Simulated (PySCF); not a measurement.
**Static response to an electric field**

Species: C6H6N2Si.
SMILES with atom numbers: `[CH3:1][C:2]#[C:3][C:4]([SiH3:5])([C:6]#[N:7])[C:8]#[N:9]` (hydrogens: H10, H11, H12 on C1; H13, H14, H15 on Si5)

Structure used (GFN2-xTB), in Å, numbered top down from 1:
```xyz
15
C6H6N2Si angstrom
C      2.9808    0.4900    0.5001
C      1.6147    0.1952    0.1375
C      0.4767   -0.0442   -0.1544
C     -0.8907   -0.3504   -0.5384
Si    -2.1218    0.2856    0.8399
C     -1.0629   -1.7722   -0.6753
N     -1.2065   -2.9038   -0.7531
C     -1.2191    0.3073   -1.7752
N     -1.4882    0.8565   -2.7412
H      3.2035    0.0746    1.4825
H      3.1338    1.5685    0.5265
H      3.6600    0.0538   -0.2319
H     -3.4657   -0.0581    0.3875
H     -1.7265   -0.4194    2.0552
H     -1.8924    1.7248    0.9184
```

Level: CAM-B3LYP/def2-SVPD (PySCF), static field, nuclei fixed, core orbitals frozen in the response. The polarisability tensor in these axes (au):

```
x   115.86   5.54   7.48
y     5.54  94.80  -0.63
z     7.48  -0.63  92.46
```

Question: What are the eigenvalues, a third of the trace, and Δα (Δα² = ½Σ(αi − αj)² over the three pairs)?

Answer: Principal values 89.26, 94.72 and 119.14 au; mean 101.04 au = 14.97 Å³ = 16.66 × 10⁻⁴⁰ C²·m²/J; Δα = 27.56 au (27 % of the mean).

Question: What is the dipole moment, and where does it point?

Answer: (1.96, 2.44, 4.33) D, 5.34 D in size, pointing from the negative to the positive side. Measured along this direction, the outermost atoms are N7 and N9 at the negative end and H10 and H11 at the positive end.

Question: Along which axes do the principal values lie, and how far do the nuclei extend along each?

Answer: Largest value along (0.94, 0.21, 0.26), where the nuclei span 6.60 Å; middle along (-0.07, 0.88, -0.47), 4.26 Å; least along (-0.33, 0.42, 0.85), 3.60 Å. The response follows the extents in order.

Question: In TDDFT the mean static polarisability is Σ f/ω² over all singlet excitations (ω in hartree). How much of it do the 8 lowest give? Their energies (eV) and oscillator strengths: 6.33, 0.0005; 6.68, 0.0208; 6.83, 0.0019; 6.94, 0.0078; 7.11, 0.0093; 7.33, 0.0055; 7.51, 0.0894; 7.54, 0.0011.

Answer: They add up to 1.90 au, 1.9 % of the 101.04 au; the largest single term is 1.17 au, from the state at 7.51 eV. Terms in order: 0.01, 0.35, 0.03, 0.12, 0.14, 0.08, 1.17, 0.01 au. Higher excitations give the rest. The strengths listed sum to 0.136.

Question: What molar refraction does this α imply?

Answer: Lorentz–Lorenz: R = (4π/3)N_A α = 2.5225 cm³/(mol·Å³) × 14.97 Å³ = 37.8 cm³/mol, in the limit of long wavelengths.

Question: What depolarisation ratio follows for Rayleigh scattering of linearly polarised light, taking the static tensor?

Answer: ρ = 3Δα²/(45ᾱ² + 4Δα²) = 2278.5/(459410 + 3038.0) = 0.00493.

Isolated species at its GFN2-xTB geometry, gas phase.

These values come from a run that also computed excited states. Hardware: an Arm Neoverse V1 with one thread, shared host with 32 logical CPUs at a one-minute load of 20. Cost: 77 s, 1.0 GiB resident at most.
